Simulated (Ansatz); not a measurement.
Ligands exchanged one at a time, B H-Cl. Isolated molecules, 0 K electronic values unless said otherwise. Strings in code marks are SMILES.

Quantity: vertical ionisation energy (energy after one electron is removed minus that of the parent at the parent's geometry), in eV.

A: `BCl`
B: `B`
C: `ClBCl`

Q: Rank these by vertical ionisation energy (energy after one electron is removed minus that of the parent at the parent's geometry) (lowest first), as frozen-core MP2/cc-pVQZ // CAM-B3LYP-D3(BJ)/def2-TZVP (Ansatz, a quantum-chemistry and plane-wave program) gives it.

A: A (11.86 eV), C (12.27 eV), B (13.31 eV)
